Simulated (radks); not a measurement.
Values are calculated unless marked as measured or tabulated.
Charge is removed step by step from the 2s down level of Ba3+, starting from [He] 2s(up 1, down 1) 2p6 3s2 3p6 3d10 4s2 4p6 4d10 5s2 5p5. Level of theory: scalar-relativistic Kohn-Sham, BLYP, spin-polarised, spherical densities, finite nucleus; open shells are filled with parallel spins first (spin-orbit coupling, left out, can overturn this in heavy ions); Fermi nuclear charge, rms radius 4.8378 fm (a radial shooting solver on a logarithmic mesh with Libxc functionals).

removed (e),E - E(0) (eV),eigenvalue (eV),E minus straight line (eV)
0,0.000,-5915.6,0.000
0.25,1481.8,-5949.5,-12.790
0.5,2972.2,-5983.6,-17.062
0.75,4471.0,-6017.6,-12.802
1,5978.5,-6051.7,0.000

Removing the whole electron costs 5978.5 eV by Delta-SCF, against 5915.6 eV from minus the eigenvalue at the starting occupation. Slater's transition state (half an electron removed) gives 5983.6 eV. Integrating minus the eigenvalue over the occupation (Janak's theorem) gives 5983.6 eV. In this scalar-relativistic scheme the density is built from large components alone, so the theorem holds only approximately. The mean slope of the eigenvalue, de/dn, is 136 eV per electron.
